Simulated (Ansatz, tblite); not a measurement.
Adding an electron: Au3O⁺ (the lowest singlet isomer of a short search). Total charge 1; singlet. Geometry: r2SCAN-D4/def2-SVP. Ansatz, gas phase; energy differences of separate SCF runs; the reduced species was run as a doublet alone.

```tsv
atom	x (Å)	y (Å)	z (Å)
Au1	-0.777	-0.247	1.686
Au2	0.933	1.586	-0.343
Au3	0.355	-1.500	-1.061
O4	-0.511	0.161	-0.282
```

In the def2 sets Au takes a core potential; there is no spin–orbit coupling. The xTB rows come from tblite. The structure comes from a short search, and lower isomers may exist.

| level | −HOMO (eV) | −LUMO (eV) | vertical EA (eV) | HOMO–LUMO gap (eV) |
| --- | --- | --- | --- | --- |
| GFN1-xTB | 16.66 | 15.37 | 12.45 | 1.28 |
| GFN2-xTB | 16.13 | 14.45 | 11.14 | 1.67 |
| PBE0-D4/def2-TZVP | 12.17 | 8.69 | 7.14 | 3.49 |

(1) Estimate the rows for PBE-D4/def2-TZVP, r2SCAN-D4/def2-TZVP.

Results:

(1) 
```
              level  −HOMO (eV)  −LUMO (eV)  vertical EA (eV)  HOMO–LUMO gap (eV)
   PBE-D4/def2-TZVP       11.19       10.00              7.64                1.20
r2SCAN-D4/def2-TZVP       11.31        9.72              7.51                1.59
```

 Raw xTB energy differences between charge states are shifted by several eV; the methods need an empirical correction for them.
